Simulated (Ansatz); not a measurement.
This geometry of C$_{2}$H$_{7}$FNSb (12 atoms, charge 0, multiplicity 1) is a first-order saddle point.

Theory: RHF/def2-SVP (Ansatz 0.2.0).

```xyz
12
Properties=species:S:1:pos:R:3
C -1.362 -0.670 0.625
N -0.151 -0.290 1.328
Sb 1.284 0.932 0.673
C 1.360 0.164 -1.333
F 0.144 2.402 0.129
H -1.650 0.079 -0.114
H -1.260 -1.631 0.111
H -2.195 -0.759 1.325
H -0.211 -0.390 2.321
H 2.124 0.693 -1.904
H 0.393 0.313 -1.813
H 1.601 -0.899 -1.313
```

(1) Which two structures does it join? (They come from a converged band through this point; their orientation in space is the band's.)

(2) How far does it lie above each of them?

## Answers

(1) No bond is made or broken. The dihedral H8–C1–N2–Sb3 goes from 164 to -76°. The two ends are copies of one structure, up to a mirror image or an exchange of like atoms.

First end point:

```xyz
12
Properties=species:S:1:pos:R:3
C -1.463 -0.317 0.704
N -0.220 0.048 1.352
Sb 1.360 0.918 0.482
C 1.424 -0.353 -1.251
F 0.420 2.308 -0.487
H -2.112 0.538 0.490
H -1.264 -0.823 -0.241
H -2.021 -1.019 1.328
H -0.359 0.342 2.301
H 2.328 -0.145 -1.823
H 0.555 -0.152 -1.877
H 1.429 -1.400 -0.945
```

Last end point:

```xyz
12
Properties=species:S:1:pos:R:3
C -1.330 -0.782 0.605
N -0.107 -0.430 1.299
Sb 1.234 0.940 0.719
C 1.348 0.326 -1.338
F 0.003 2.375 0.293
H -1.140 -0.898 -0.461
H -1.706 -1.741 0.968
H -2.125 -0.039 0.719
H -0.206 -0.488 2.296
H 2.157 0.862 -1.835
H 0.409 0.566 -1.835
H 1.539 -0.746 -1.398
```

(2) 3.3 kJ/mol above the first and 3.3 kJ/mol above the second. This is the barrier of this one path; another mechanism may lie lower.

Run time: 41 s on 2 threads of AMD EPYC 9R45 96-Core Processor (Zen 5) (shared host), peak memory 0.3 GiB.
